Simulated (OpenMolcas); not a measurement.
Ni2+ (d8) in a complex was computed by CASSCF with the d shell active (OpenMolcas, ANO-RCC-VDZP on the metal). Its lowest spin-free states, and all those of the highest spin:

```json
{"2S+1": "3", "Degeneracy": "1", "E (cm-1)": "0.0"}
{"2S+1": "3", "Degeneracy": "2", "E (cm-1)": "2296"}
{"2S+1": "3", "Degeneracy": "1", "E (cm-1)": "4722"}
{"2S+1": "3", "Degeneracy": "1", "E (cm-1)": "5486"}
{"2S+1": "3", "Degeneracy": "2", "E (cm-1)": "6170"}
{"2S+1": "1", "Degeneracy": "1", "E (cm-1)": "16013"}
{"2S+1": "1", "Degeneracy": "1", "E (cm-1)": "17215"}
{"2S+1": "1", "Degeneracy": "2", "E (cm-1)": "19002"}
{"2S+1": "1", "Degeneracy": "1", "E (cm-1)": "21101"}
{"2S+1": "3", "Degeneracy": "1", "E (cm-1)": "21133"}
{"2S+1": "3", "Degeneracy": "2", "E (cm-1)": "23945"}
{"2S+1": "1", "Degeneracy": "1", "E (cm-1)": "24434"}
```

Problem. Is the site octahedral, tetrahedral or cube-like, axial, or of lower symmetry?

Solution. The states with 2S+1 = 3 have orbital degeneracies 1, 2, 1, 1, 2, 1, 2. There are pairs but no triples, so the site is axial: not cubic, but with a proper or improper axis of order three or more. The run had Ni2+ with 5 ligands (chloride, bromide on the axis) in square pyramidal coordination (C4v) at 2.39 Å, the axial distance 2.541 Å. A charge of +0.6 e stands 2.6 Å behind each ligand. Ligand basis ANO-RCC-VDZP.

Without dynamic correlation the repulsion within the d shell is too large (B by tens of per cent), so at a given field states of lower spin stand too high. Ligand-to-metal charge-transfer states are missing. With no ligand orbital active B as a rule stays too high, so bands that hang on it stand too high and its fall with covalency is understated. With metal d orbitals alone and no dynamic correlation the field as a rule comes out too small, by tens of per cent, by up to half for chloride and softer ligands, and the orbital part of g and χT, which goes as 1/10Dq, too large. No measured value stands beside these numbers; the geometry was imposed, not optimised, and the real ion may take another.
